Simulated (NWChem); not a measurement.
# C₃H₂F₃O, doublet; SMILES [CH]=C(O)C(F)(F)F

```xyz
9

C      1.3348    -1.5271     0.0083
C      0.1454    -0.9559    -0.0006
O     -1.0564    -1.5621    -0.0110
C     -0.0190     0.5517     0.0009
F     -0.6888     0.9559    -1.0764
F     -0.6981     0.9527     1.0737
F      1.1633     1.1626     0.0070
H      2.3829    -1.2484     0.0169
H     -0.9213    -2.5176    -0.0113
```
Atoms are numbered in this order, from 1.

All runs: NWChem. Pople sets run with spherical d functions. Spin-unrestricted. Coordinates come from a PBE0/def2-SVP, spin-unrestricted optimisation. Not confirmed as a minimum by frequencies. No stability test was run on the SCF state. Level: M06-2X/6-31G* with SMD (1 M gas to 1 M solution), gas-phase geometry. Reactions with the solvent are ignored.

```tsv
solvent	dielectric constant	solvation free energy (kcal/mol)	cavity-dispersion-structure term (kcal/mol)	dipole in solution (D)
water	78.4	-1.9	5.8	3.30
2-propanol	19.3	-4.3	2.5	3.23
acetonitrile	35.7	-3.5	1.6	3.16
ethyl acetate	5.99	-2.9	0.9	3.04
benzene	2.27	-2.0	___	2.89
anisole	4.22	-2.2	1.3	3.00
1,4-dioxane	2.21	-0.8	1.6	2.89
```

Problem. Fill in the missing entries.

Solution. 
- benzene, cavity-dispersion-structure term (kcal/mol): 0.5
